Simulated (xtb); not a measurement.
propylene glycol (C3H8O2), singlet, geometry from GFN2-xTB; GFN0-xTB with ALPB(water) run with xtb 6.7.1.

The xtb input:
```
$ xtb mol.xyz --gfn 0 --alpb water --json

# file mol.xyz
13

C      1.83324331     0.13638099     0.35090210
C      0.42691443     0.30654220    -0.21207806
O     -0.28124422     1.34971891     0.43155499
C     -0.38814764    -0.99223231    -0.10847029
O     -1.67642873    -0.82208827    -0.63781928
H      2.36667096     1.08275455     0.30757844
H      1.78849069    -0.19345144     1.38820166
H      2.38133734    -0.60316406    -0.22521041
H      0.47213216     0.61355869    -1.26229834
H     -0.25594914     1.19385292     1.38370519
H      0.09000513    -1.79465989    -0.67338889
H     -0.44945832    -1.29548663     0.95090902
H     -1.96390590     0.07140544    -0.40150486
```

Q: What does xtb print? Leave out banner, timings and long lists.

A: 
```
   ID    Z sym.   atoms
    1    6 C      1, 2, 4
    2    8 O      3, 5
    3    1 H      6-13

           -------------------------------------------------
          |                Calculation Setup                |
           -------------------------------------------------

           -------------------------------------------------
          |                 G F N 0 - x T B                 |
           -------------------------------------------------

      * Solvation model:               ALPB
        Solvent                        water
        Parameter file                 internal GFN-FF/ALPB
        Dielectric constant                8.0200E+01
        Reference state                gsolv [1 M gas/solution]
        Free energy shift                  3.6494E-04 Eh       2.2900E-01 kcal/mol
        Temperature                        2.9815E+02 K
        Density                            1.0000E+00 kg/L
        Solvent mass                       1.8000E+01 g/mol
        Interaction kernel             P16
        Born radius scaling (c1)           1.5056E+00
        Born radii integrator          GBOBC
        Born offset                        0.0000E+00 a0       0.0000E+00 AA
        H-bond correction              true
        Ion screening                  false
        Surface tension                    1.0000E-05 Eh       1.5569E+01 dyn/cm
        Grid points                               230 per atom

          ...................................................
          :                      SETUP                      :
          :.................................................:
          :  # basis functions                  36          :
          :  # atomic orbitals                  36          :
          :  # shells                           26          :
          :  # electrons                        32          :
          :  electronic temp.          300.0000000     K    :
          :  accuracy                    1.0000000          :
          :  -> integral cutoff          0.2500000E+02      :
          :  -> integral neglect         0.1000000E-07      :
          ...................................................

         :::::::::::::::::::::::::::::::::::::::::::::::::::::
         ::                     SUMMARY                     ::
         :::::::::::::::::::::::::::::::::::::::::::::::::::::
         :: total energy             -17.314120284293 Eh    ::
         :: total w/o Gsasa/hb       -17.317192395051 Eh    ::
         :: gradient norm              0.023446857249 Eh/a0 ::
         :: HOMO-LUMO gap              6.270357093924 eV    ::
         ::.................................................::
         :: H0 energy                -17.381197225473 Eh    ::
         :: repulsion energy           0.184069227707 Eh    ::
         :: electrostat energy        -0.088828533150 Eh    ::
         :: -> Gsolv                   0.000000000000 Eh    ::
         ::    -> Gsasa                0.002707171503 Eh    ::
         ::    -> Gshift               0.000364939255 Eh    ::
         :: dispersion energy         -0.002958845138 Eh    ::
         :: short-range corr.         -0.025204908239 Eh    ::
         :: add. restraining           0.000000000000 Eh    ::
         :: total charge              -0.000000000000 e     ::
         :::::::::::::::::::::::::::::::::::::::::::::::::::::

           -------------------------------------------------
          |                Property Printout                |
           -------------------------------------------------

    * Orbital Energies and Occupations

         #    Occupation            Energy/Eh            Energy/eV
      -------------------------------------------------------------
         1        2.0000           -0.6920878             -18.8327
       ...           ...                  ...                  ...
         4        2.0000           -0.6156523             -16.7528
[...]
        14        2.0000           -0.4572309             -12.4419
        15        2.0000           -0.4218292             -11.4786
        16        2.0000           -0.4065980             -11.0641 (HOMO)
        17                         -0.1761666              -4.7937 (LUMO)
        18                         -0.1620885              -4.4107
        19                         -0.1461774              -3.9777
        20                         -0.1228940              -3.3441
        21                         -0.1075797              -2.9274
        22                         -0.0901175              -2.4522
        23                         -0.0861831              -2.3452
        24                         -0.0692725              -1.8850
        25                         -0.0298731              -0.8129
        26                         -0.0075625              -0.2058
        27                          0.0447417               1.2175
       ...                                ...                  ...
        36                          0.4017561              10.9323
      -------------------------------------------------------------
                  HL-Gap            0.2304314 Eh            6.2704 eV
             Fermi-level            0.0000000 Eh            0.0000 eV

     #   Z          covCN         q      C6AA      α(0)
     1   6 C        3.752    -0.750    45.492     9.734
     2   6 C        3.723     0.289    18.292     6.180
     3   8 O        1.655    -0.748    28.764     7.255
     4   6 C        3.674     0.019    22.881     6.932
     5   8 O        1.655    -0.711    27.767     7.128
     6   1 H        0.925     0.282     0.763     1.366
     7   1 H        0.925     0.241     0.915     1.496
     8   1 H        0.925     0.245     0.898     1.482
     9   1 H        0.924     0.084     1.935     2.175
    10   1 H        0.805     0.411     0.465     1.072
    11   1 H        0.924     0.104     1.745     2.066
    12   1 H        0.923     0.088     1.903     2.157
    13   1 H        0.805     0.447     0.408     1.003

 Mol. C6AA /au·bohr⁶  :       1193.328815
 Mol. C8AA /au·bohr⁸  :      25892.054493
 Mol. α(0) /au        :         50.043987

Wiberg/Mayer (AO) data.
largest (>0.10) Wiberg bond orders for each atom

 ---------------------------------------------------------------------------
     #   Z sym  total        # sym  WBO       # sym  WBO       # sym  WBO
 ---------------------------------------------------------------------------
     1   6 C    3.978 --     2 C    1.006     6 H    0.980     7 H    0.979
                             8 H    0.978
     2   6 C    3.956 --     1 C    1.006     4 C    0.989     3 O    0.987
                             9 H    0.973
     3   8 O    2.104 --     2 C    0.987    10 H    0.984
     4   6 C    3.956 --     5 O    0.997     2 C    0.989    11 H    0.974
                            12 H    0.968
     5   8 O    2.056 --     4 C    0.997    13 H    0.978
     6   1 H    0.988 --     1 C    0.980
     7   1 H    0.981 --     1 C    0.979
     8   1 H    0.980 --     1 C    0.978
     9   1 H    1.001 --     2 C    0.973
    10   1 H    0.985 --     3 O    0.984
    11   1 H    1.000 --     4 C    0.974
    12   1 H    0.994 --     4 C    0.968
    13   1 H    1.011 --     5 O    0.978
 ---------------------------------------------------------------------------

Topologies differ in total number of bonds
Writing topology from bond orders to xtbtopo.mol

 dipole moment from electron density (au)
     X       Y       Z
   0.5325   0.1087   0.6835  total (Debye):    2.220

           -------------------------------------------------
          | TOTAL ENERGY              -17.314120284293 Eh   |
          | GRADIENT NORM               0.023446857249 Eh/α |
          | HOMO-LUMO GAP               6.270357093924 eV   |
           -------------------------------------------------

normal termination of xtb
```
